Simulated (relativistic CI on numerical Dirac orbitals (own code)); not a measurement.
I XV: sensitivity of the levels to the model

Base calculation: Dirac-Coulomb-Breit CI, KLI orbitals optimised for each configuration, model QED (radiative potential, 1s self-energy scaled to tabulated hydrogen-like ionisation energies), unscaled Slater integrals.

Configuration list (outside the closed core [Ar] 3d10): 4s2 4p6 4d3, 4s2 4p5 4d4, 4s2 4p6 4d2 4f, 4s 4p6 4d4, 4s2 4p6 4d2 5s, 4s2 4p6 4d2 5p, 4s 4p6 4d3 4f, 4s2 4p6 4d 4f 5s, 4s2 4p6 4d2 5d, 4s2 4p6 4d 5s 5p, 4s2 4p6 4d 4f2, 4s2 4p6 4f3, 4s2 4p6 4f2 5s, 4s2 4p6 4f2 5p, 4s 4p6 4d 4f3, 4p6 4d5, 4p5 4d6, 4s2 4p6 4d 5s2, 4s2 4p6 4f 5s2, 4s2 4p6 5s2 5p, 4s 4p6 4d 4f 5s2. Double excitations out of closed p, d and f shells are left out; levels of such configurations are missing from the list, as are those of other unlisted configurations, and high levels can miss mixing partners. These lack a partner that the ground configuration has and come out too high: 4s2 4p6 4d2 5d.

The lowest level and the first level of each name with at least 55 % of one term (blank where a level has no safe partner in the second run):

```csv
Level,Base (cm⁻¹),Shift (cm⁻¹)
4s2 4p6 4d3 4F_3/2,0,0
4s2 4p6 4d3 4F_5/2,9621,+430
4s2 4p6 4d3 4F_7/2,18276,+741
4s2 4p6 4d3 4F_9/2,25092,+888
4s2 4p6 4d3 4P_1/2,30916,+407
4s2 4p6 4d3 2G_7/2,42225,+785
4s2 4p6 4d3 4P_5/2,43014,+814
4s2 4p6 4d3 2P_1/2,53389,+902
4s2 4p6 4d3 2H_11/2,60959,+1165
4s2 4p6 4d3 2D_5/2,61546,+1086
4s2 4p6 4d3 2P_3/2,71970,+1416
4s2 4p6 4d3 2F_5/2,76845,+719
4s2 4p6 4d3 2F_7/2,77444,+979
4s2 4p5 4d4 6D°_5/2,598496,+1929
```

At this charge energies of transitions that change n are usually good to better than 1 %, and those within a shell (Δn = 0) to a few per cent. Terms inside the open d or f shell come out 10 to 20 % too wide with unscaled integrals. Levels and lines within the n = 5 or 6 shells can be off by up to 10 % or somewhat more, and those that change n by about 2 %, since core polarisation is missing.

(1) One thing was changed in a second run, which moved the levels as shown. Which?
A. configuration mixing switched off
B. Breit term removed
C. one mean potential for all configurations
D. QED terms removed

## Answers

(1) B. Breit term removed. The Breit term mainly narrows fine-structure intervals, so removing it widens them.

LS names give the leading component of a level, which can be under half, so a name can repeat, a term be missing and a line seem to break the LS rules.
